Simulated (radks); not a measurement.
Valence configurations of the sulfur ion S+ (all share [Ne]). Calculated with a radial shooting solver on a logarithmic mesh with Libxc functionals: scalar-relativistic Kohn-Sham, PBE, spin-polarised, spherical densities, finite nucleus; open shells are filled with parallel spins first; Fermi nuclear charge, rms radius 3.2611 fm. Energies are relative to 3s2 3p3; eigenvalues in eV for spin up.

valence	E (eV)	moment (Bohr magnetons)	e(3p)	e(3s)
3s2 3p3	0.000	3	-17.909	-28.818
3s1.5 3p3.5	5.368	3	-18.240	-29.225
3s1 3p4	10.739	3	-18.570	-29.627
3s0.5 3p4.5	17.637	2	-18.533	-29.590
3p5	23.967	1	-18.391	-

NIST lists [Ne] 3s2 3p3 as the ground configuration; this level of theory agrees among the configurations tried. The energies are those of spherical high-spin densities, not of single terms.
